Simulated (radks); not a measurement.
Neutral platinum inside a hard spherical wall (all orbitals vanish at R), configuration held at [Xe] 4f14 5d9 6s1 and not refilled when levels cross. All-electron calculation, scalar-relativistic Kohn-Sham, LDA (Slater exchange, VWN5 correlation), spin-polarised, spherical densities, point nucleus; open shells are filled with parallel spins first (spin-orbit coupling, left out, can overturn this in heavy ions). Program: a radial shooting solver on a logarithmic mesh with Libxc functionals. Eigenvalues in eV for spin up, with the zero of energy where the potential of the charges vanishes at infinity; a dash marks a level that is unbound or too diffuse for the functional's potential to be trusted. A positive occupied level is held by the wall or, in an anion where self-interaction has pushed it up, behind a barrier. The pressure on the wall is -dE/dV.

\begin{tabular}{lrrrrrrrrr}
R (bohr) & E (hartree) & kinetic (hartree) & e(4f) & e(5p) & e(5d) & e(6s) & e(6p, empty) & e(7s, empty) & pressure (GPa) \\ \hline
free & -18403.2856 & 20524.768 & -70.509 & -56.505 & -6.706 & -6.322 & -1.160 & - & 0 \\
15 & -18403.2856 & 20524.768 & -70.509 & -56.505 & -6.706 & -6.322 & -1.156 & 0.409 & < 0.0001 \\
10 & -18403.2855 & 20524.769 & -70.501 & -56.497 & -6.699 & -6.315 & -1.053 & 1.708 & 0.00269 \\
8 & -18403.2843 & 20524.781 & -70.429 & -56.426 & -6.633 & -6.248 & -0.734 & 3.850 & 0.0630 \\
7 & -18403.2807 & 20524.812 & -70.267 & -56.269 & -6.491 & -6.094 & -0.270 & 6.238 & 0.319 \\
5 & -18403.2078 & 20525.257 & -68.493 & -54.596 & -4.989 & -4.242 & 3.355 & 20.197 & 10.4 \\
4 & -18402.9441 & 20526.560 & -64.660 & -51.145 & -1.789 & 0.287 & 10.507 & 42.461 & 77.1 \\
3 & -18401.5065 & 20532.628 & -52.799 & -41.144 & 8.608 & 17.844 & 35.180 & 106.57 & 829 \\
2.5 & -18398.6726 & 20543.866 & -38.246 & -29.318 & 22.586 & 45.185 & 70.614 & 187.16 & 3520 \\
2 & -18389.3044 & 20579.362 & -7.451 & -2.765 & 56.160 & 117.46 & 157.29 & 365.91 & 19800 \\
1.5 & -18349.4861 & 20717.589 & 67.959 & 78.816 & 158.38 & 344.69 & 410.54 & 843.11 & 168000 \\
\end{tabular}
